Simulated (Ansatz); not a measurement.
Mulliken charges of H$_{6}$In$_{2}$S$_{2}$, SMILES `[SH+]1[InH2-][SH+][InH2-]1` from r2SCAN/def2-TZVPP in Ansatz (PBE0-D4/def2-TZVP geometry).

```csv
atom,x (Å),y (Å),z (Å),charge (e)
S1,0.325,0.999,-1.547,-0.401
In2,1.478,-1.017,-0.376,0.507
S3,-0.166,-0.898,1.636,-0.401
In4,-1.011,1.358,0.656,0.507
H5,-0.626,0.261,-2.143,0.137
H6,2.945,-0.384,0.227,-0.119
H7,1.049,-2.410,-1.272,-0.124
H8,-1.119,-1.644,1.054,0.137
H9,-2.661,1.131,0.266,-0.124
H10,-0.132,2.553,1.503,-0.119
```

Question: By hand: the dipole of these point charges (1 e Å = 4.8032 D).

Answer: Σ q r = (-0.201, -0.157, -0.124) e Å, of length 0.284 e Å = 1.36 D.

Question: How does the dipole of the full density compare? (An estimate is asked.)

Answer: Ansatz gave: (-0.203, -0.158, -0.126) e Å, 1.38 D; the point charges give 0.99 times that, at 0° from its direction.

Point charges leave out the atoms' own dipoles, such as those of lone pairs, and Mulliken's split depends on the basis, so the close match here is no proof of good charges.
